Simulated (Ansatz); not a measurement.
Single points on (F)3Sn-S-SiH3 (SiSnH₃SF₃).

```yaml
crystal:
  periodic: [false, false, false]
  atoms:
    - {symbol: Sn, position_ang: [1.504550, -0.149690, 0.744603]}
    - {symbol: F, position_ang: [1.154942, -1.312014, -0.782249]}
    - {symbol: F, position_ang: [3.163432, 0.784439, 0.378893]}
    - {symbol: F, position_ang: [1.923861, -1.310163, 2.240126]}
    - {symbol: S, position_ang: [-0.443468, 1.217238, 0.984064]}
    - {symbol: Si, position_ang: [-1.609110, 0.305768, -0.648273]}
    - {symbol: H, position_ang: [-0.951021, 0.525975, -1.974422]}
    - {symbol: H, position_ang: [-1.856285, -1.147671, -0.388764]}
    - {symbol: H, position_ang: [-2.886891, 1.086118, -0.553986]}
basis:
  gaussian: {orbitals: def2-TZVP, initial_orbitals: start.molden}
magnetization: {spin_polarized: true, initial_magnetization: 2}
hamiltonian: {xc: pbe, dispersion: d4}
scf: {omitted_lower_state_checks: [starts]}
output: {orbitals: {seedname: orbitals}}
```

The file start.molden holds the orbitals of an earlier run on this structure, at another level or in another basis.

```sh
$ ansatz run in.yaml --threads 2 --pin off --events-out ev --progress --plain --max-ram 32768MiB --backend cpu
```

Output, abridged:

```
Functional definition: PBE
  name "PBE"
  cite "Perdew, Burke & Ernzerhof, Phys. Rev. Lett. 77, 3865 (1996) doi:10.1103/PhysRevLett.77.3865"
  parent pbe
  parameter kappa = 0.804
  parameter beta = 0.06672455060314922
  exchange = pbe_x(kappa = kappa, mu = beta*pi^2/3)
  correlation = pbe_c(beta = beta)
these checks for a lower state are left out or cut short: starts
1501 factors; their error is unknown
mean field evaluation 1: about -32731.9881 eV, gradient 9.8e0 eV
mean field evaluation 2: about -32732.2302 eV, gradient 4.0e-1 eV
mean field evaluation 4: about -32732.2268 eV, gradient 3.0e-1 eV
mean field evaluation 8: about -32732.2272 eV, gradient 6.5e-5 eV
mean field -32732.22716703 eV, -1202.8871616878 hartree, gradient 2.0e-5 eV, S^2 2.004121; 0 other end points of the search recorded, 0 dependent functions left out
reference -32732.22722681 eV, -1202.8871638849 hartree; 42, 40 occupied and 193, 195 virtual orbitals, 1501 factors
Total energy: -32732.49347893 eV, -1202.8969484696 hartree
Checks for a lower state left out: starts
```

It took 7.5 s on 2 threads of AMD EPYC 7R13 on a shared host.

As the first input, with `hamiltonian: {xc: r2scan, dispersion: d4}` (abridged; 15 s):

```
Functional definition: r2SCAN
mean field -32746.08952237 eV, -1203.3965938503 hartree, gradient 1.2e-5 eV, S^2 2.009520
Total energy: -32746.15174046 eV, -1203.3988803229 hartree
Checks for a lower state left out: starts
```

The first input with `gaussian: {orbitals: def2-TZVP}`, `hamiltonian: {xc: pbe0, dispersion: d4}` (abridged; 16 s):

```
Functional definition: PBE0
mean field evaluation 16: about -32733.6731 eV, gradient 8.6e-4 eV
mean field -32733.67313875 eV, -1202.9403001685 hartree, gradient 4.8e-5 eV, S^2 2.007961
Total energy: -32733.90213544 eV, -1202.9487156416 hartree
Checks for a lower state left out: starts
```

Geometry: PBE-D4/def2-SVP, that of the neutral singlet.

In the def2 sets Sn takes a core potential; there is no spin–orbit coupling. At PBE0-D4/def2-TZVP a singlet of charge 0 lies 3.66 eV below the triplet at the same geometry.
